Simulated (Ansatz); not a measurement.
Steps of a relaxation of CH7ClOSi2 (`O[SiH2][SiH2]CCl`) with RKS PBE0-D4/def2-TZVP.

```sh
$ ansatz run in.yaml --threads 4 --pin off --events-out ev --progress --plain --max-ram 10444MiB
```

```yaml
crystal:
  periodic: [false, false, false]
  atoms:
    - {symbol: O, position_ang: [-2.176160, -0.014150, 1.925548]}
    - {symbol: Si, position_ang: [-1.491997, 0.167360, 0.388572]}
    - {symbol: Si, position_ang: [0.806577, -0.384958, 0.379307]}
    - {symbol: C, position_ang: [1.600717, 0.384610, -1.181066]}
    - {symbol: Cl, position_ang: [0.576669, -0.048957, -2.613879]}
    - {symbol: H, position_ang: [-2.173315, -0.926140, 2.265745]}
    - {symbol: H, position_ang: [-2.217916, -0.651298, -0.650968]}
    - {symbol: H, position_ang: [-1.640580, 1.625202, 0.059158]}
    - {symbol: H, position_ang: [1.025012, -1.876301, 0.351635]}
    - {symbol: H, position_ang: [1.506294, 0.162313, 1.600718]}
    - {symbol: H, position_ang: [1.633781, 1.490723, -1.117050]}
    - {symbol: H, position_ang: [2.627919, 0.016295, -1.373820]}
basis:
  gaussian: {orbitals: def2-TZVP}
hamiltonian: {xc: pbe0, dispersion: d4}
relax: {f_tol: 0.005, max_steps: 150}
```

Positions (Å) and forces (eV/Å) along the path, 10 of 10 steps:

```xyz
12
step=1 energy=-31465.2182 eV
O    -2.176   -0.014    1.926    0.385   -0.621   -0.649
Si   -1.492    0.167    0.389   -0.367    0.030    0.504
Si    0.807   -0.385    0.379    0.170   -0.036   -0.044
C     1.601    0.385   -1.181    0.193    0.144   -0.040
Cl    0.577   -0.049   -2.614    0.323    0.134    0.395
H    -2.173   -0.926    2.266   -0.027    0.684   -0.230
H    -2.218   -0.651   -0.651    0.131    0.177    0.298
H    -1.641    1.625    0.059    0.008   -0.299    0.078
H     1.025   -1.876    0.352   -0.045    0.315   -0.010
H     1.506    0.162    1.601   -0.131   -0.104   -0.274
H     1.634    1.491   -1.117   -0.062   -0.591   -0.083
H     2.628    0.016   -1.374   -0.578    0.168    0.054
12
step=2 energy=-31465.2677 eV
O    -2.164   -0.018    1.914    0.271   -0.185   -0.462
Si   -1.484    0.171    0.392   -0.304    0.012    0.421
Si    0.801   -0.382    0.375    0.145    0.033   -0.079
C     1.601    0.382   -1.170   -0.037    0.013   -0.105
Cl    0.601   -0.057   -2.603    0.121    0.045    0.161
H    -2.175   -0.923    2.243   -0.037    0.200   -0.015
H    -2.219   -0.643   -0.620    0.045    0.036    0.056
H    -1.646    1.615    0.071    0.019   -0.070    0.008
H     1.019   -1.859    0.340   -0.022    0.074    0.002
H     1.504    0.163    1.577   -0.042   -0.034   -0.049
H     1.623    1.476   -1.122   -0.002   -0.177    0.007
H     2.616    0.019   -1.362   -0.156    0.052    0.054
12
step=3 energy=-31465.2779 eV
O    -2.139   -0.019    1.912    0.056   -0.046   -0.136
Si   -1.488    0.171    0.397    0.009    0.042    0.120
Si    0.798   -0.375    0.365   -0.029   -0.002   -0.025
C     1.598    0.383   -1.172   -0.067   -0.046   -0.065
Cl    0.626   -0.066   -2.610    0.037    0.012    0.058
H    -2.174   -0.921    2.235   -0.041    0.007    0.071
H    -2.225   -0.645   -0.605   -0.017   -0.003   -0.019
H    -1.642    1.612    0.077   -0.024    0.016   -0.020
H     1.004   -1.849    0.329    0.014   -0.023   -0.001
H     1.493    0.160    1.571    0.015    0.006    0.011
H     1.615    1.470   -1.123    0.006    0.042    0.004
H     2.612    0.025   -1.343    0.041   -0.003    0.001
12
step=4 energy=-31465.2791 eV
O    -2.145   -0.018    1.916    0.044   -0.051   -0.023
Si   -1.487    0.174    0.408   -0.012    0.026   -0.037
Si    0.799   -0.379    0.358   -0.003    0.012    0.034
C     1.601    0.383   -1.176   -0.039   -0.015   -0.027
Cl    0.643   -0.079   -2.616    0.003   -0.002   -0.004
H    -2.194   -0.919    2.241   -0.033    0.012    0.057
H    -2.223   -0.639   -0.597   -0.012   -0.012   -0.018
H    -1.651    1.613    0.083    0.009    0.014    0.000
H     1.011   -1.852    0.321   -0.007   -0.010   -0.005
H     1.497    0.155    1.562    0.019    0.003    0.011
H     1.607    1.471   -1.128    0.006    0.028    0.005
H     2.620    0.036   -1.338    0.026   -0.004    0.008
12
step=5 energy=-31465.2799 eV
O    -2.136   -0.019    1.918    0.006   -0.055    0.005
Si   -1.488    0.174    0.407    0.012    0.021   -0.042
Si    0.798   -0.380    0.357    0.000    0.005    0.015
C     1.599    0.383   -1.176    0.008    0.004   -0.003
Cl    0.652   -0.086   -2.619   -0.010   -0.006   -0.017
H    -2.200   -0.918    2.244   -0.021    0.028    0.033
H    -2.230   -0.636   -0.598    0.000   -0.005    0.000
H    -1.653    1.614    0.083    0.008    0.002    0.006
H     1.008   -1.854    0.317   -0.008    0.001   -0.003
H     1.502    0.151    1.561    0.000    0.001    0.002
H     1.601    1.473   -1.130    0.001    0.002    0.001
H     2.622    0.042   -1.331    0.002    0.003    0.004
12
step=6 energy=-31465.2804 eV
O    -2.140   -0.024    1.916    0.004    0.006    0.001
Si   -1.489    0.173    0.407   -0.002    0.003   -0.007
Si    0.797   -0.380    0.354   -0.004   -0.006    0.010
C     1.599    0.384   -1.178    0.001    0.002   -0.013
Cl    0.667   -0.099   -2.627    0.002    0.000    0.008
H    -2.198   -0.915    2.263   -0.003   -0.006   -0.002
H    -2.230   -0.629   -0.606    0.000   -0.002    0.004
H    -1.649    1.616    0.093    0.001   -0.001    0.002
H     1.003   -1.854    0.311    0.000    0.000   -0.001
H     1.501    0.148    1.559    0.001    0.001   -0.001
H     1.590    1.473   -1.135    0.002    0.001   -0.001
H     2.627    0.052   -1.324   -0.003    0.002    0.001
12
step=7 energy=-31465.2805 eV
O    -2.136   -0.024    1.919    0.000    0.001   -0.001
Si   -1.487    0.174    0.409    0.005   -0.001    0.000
Si    0.799   -0.379    0.355   -0.002    0.000    0.000
C     1.599    0.384   -1.179   -0.001    0.000    0.002
Cl    0.664   -0.101   -2.625    0.001    0.000    0.001
H    -2.215   -0.918    2.255   -0.002   -0.002    0.000
H    -2.229   -0.630   -0.602   -0.002    0.000    0.001
H    -1.647    1.617    0.095    0.000    0.000    0.000
H     1.006   -1.853    0.312    0.000    0.001    0.000
H     1.504    0.150    1.559    0.000    0.000   -0.001
H     1.590    1.474   -1.138   -0.001    0.001   -0.001
H     2.627    0.052   -1.326    0.001   -0.001   -0.002
12
step=8 energy=-31465.2805 eV
O    -2.133   -0.024    1.921   -0.002   -0.017    0.007
Si   -1.485    0.174    0.411    0.000    0.002    0.000
Si    0.802   -0.379    0.356    0.000   -0.001   -0.004
C     1.599    0.384   -1.180    0.000    0.000    0.005
Cl    0.663   -0.103   -2.624   -0.003   -0.001   -0.003
H    -2.230   -0.920    2.248    0.001    0.016   -0.005
H    -2.228   -0.630   -0.598    0.001   -0.001   -0.001
H    -1.644    1.617    0.097    0.001    0.002   -0.001
H     1.009   -1.853    0.313    0.001    0.001    0.000
H     1.508    0.152    1.559   -0.001    0.001    0.000
H     1.589    1.474   -1.140    0.000    0.000    0.000
H     2.627    0.053   -1.329    0.001    0.000    0.000
12
step=9 energy=-31465.2805 eV
O    -2.133   -0.025    1.921   -0.002   -0.007    0.002
Si   -1.484    0.174    0.411    0.001   -0.003    0.001
Si    0.802   -0.379    0.356    0.001    0.002   -0.002
C     1.599    0.384   -1.180    0.000   -0.001    0.003
Cl    0.662   -0.104   -2.624    0.000    0.000   -0.001
H    -2.230   -0.920    2.248    0.001    0.008   -0.003
H    -2.227   -0.630   -0.599   -0.001    0.001    0.000
H    -1.643    1.617    0.097    0.000    0.000    0.000
H     1.010   -1.853    0.313   -0.001    0.000    0.000
H     1.508    0.152    1.559    0.000    0.000    0.000
H     1.588    1.474   -1.140    0.000    0.000    0.000
H     2.627    0.054   -1.329    0.000    0.000   -0.001
12
step=10 energy=-31465.2805 eV
O    -2.133   -0.025    1.921    0.000    0.001    0.000
Si   -1.484    0.174    0.411    0.000    0.001   -0.001
Si    0.802   -0.379    0.356    0.000    0.000    0.000
C     1.599    0.384   -1.180    0.000    0.000    0.000
Cl    0.662   -0.105   -2.624    0.000    0.000    0.000
H    -2.231   -0.920    2.247    0.000   -0.002    0.001
H    -2.227   -0.629   -0.599    0.000    0.000    0.000
H    -1.642    1.617    0.098    0.000    0.000    0.000
H     1.010   -1.853    0.314    0.000    0.000    0.000
H     1.508    0.153    1.558    0.000    0.000    0.000
H     1.588    1.474   -1.141    0.000    0.000    0.000
H     2.626    0.054   -1.329    0.000    0.000    0.000
```

It took 33 s on 4 threads of a server CPU on a shared host, with 0.66 GiB of host memory at the peak.
